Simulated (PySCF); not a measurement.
**Peak assignment**

Cartesian coordinates in Å; atom numbers follow the order of the lines, from 1:
```xyz
25

Si    0.0344    0.0687    0.0384
C    -0.2144   -0.0170    1.8994
C     0.2562   -1.3118    2.5557
H    -1.2900    0.1393    2.0933
H     0.2967    0.8560    2.3442
H     0.0489   -1.3217    3.6372
H    -0.2459   -2.1876    2.1158
H     1.3403   -1.4622    2.4318
C     1.8419   -0.1330   -0.4372
C     2.1028   -0.2233   -1.9384
H     2.2201   -1.0375    0.0704
H     2.3997    0.7115    0.0063
H     3.1710   -0.3712   -2.1605
H     1.5531   -1.0644   -2.3890
H     1.7846    0.6908   -2.4642
C    -0.6969    1.6438   -0.6807
C    -2.1947    1.8235   -0.4521
H    -0.4714    1.6512   -1.7614
H    -0.1318    2.4928   -0.2546
H    -2.5744    2.7426   -0.9249
H    -2.7662    0.9790   -0.8680
H    -2.4398    1.8841    0.6201
N    -0.8333   -1.2731   -0.6612
C    -1.3806   -2.2031   -1.1745
O    -1.9202   -3.1137   -1.6752
```

Computed data (PySCF): NMR shieldings at KT2/pcSseg-1/GIAO, coordinates at the PBE0-D3(BJ)/def2-SVP level. A single conformation, no relativistic terms, one averaged value for each set of equivalent atoms, gas phase.

Shifts are taken against calculated references (same method and geometry level): TMS for 13C, 1H.

Question: Assign these signals to the numbered atoms. 13C{1H} NMR (computed): δ 118.6 (C), 9.2 (CH2), 8.8 (CH3).

Answer: 
| δ (ppm) | atoms | environment | reason |
| --- | --- | --- | --- |
| 118.6 | C24 | carbon bonded to N, O | – |
| 9.2 | C2/C9/C16 | carbon bonded to C, Si, 2 H | – |
| 8.8 | C3/C10/C17 | carbon bonded to C, 3 H | – |

C2/C9/C16 and C3/C10/C17 lie closer than the usual error of such a calculation, so a measured spectrum could show them in the other order.

Question: Assign these signals to the numbered atoms. 1H NMR (400 MHz, computed): δ 1.07 (t, 9H), 0.57 (q, 6H).

Answer: 
| δ (ppm) | atoms | environment | reason |
| --- | --- | --- | --- |
| 1.07 | H6/H7/H8/H13/H14/H15/H20/H21/H22 | hydrogen on a carbon bonded to C | – |
| 0.57 | H4/H5/H11/H12/H18/H19 | hydrogen on a carbon bonded to C, Si | – |

Shifts are as computed. Against solution values, carbons near 30 ppm lie about +2 ppm off and those near 130 ppm about -5 ppm. Of 1309 compounds with measured shifts, 239 miss one by over three times the rms of a fit or turn the order of signals round; such compounds aren't used in these exercises. Multiplicities follow the n + 1 count of equivalent neighbours, as no J values were calculated; m marks all less simple cases, F and P coupling included.
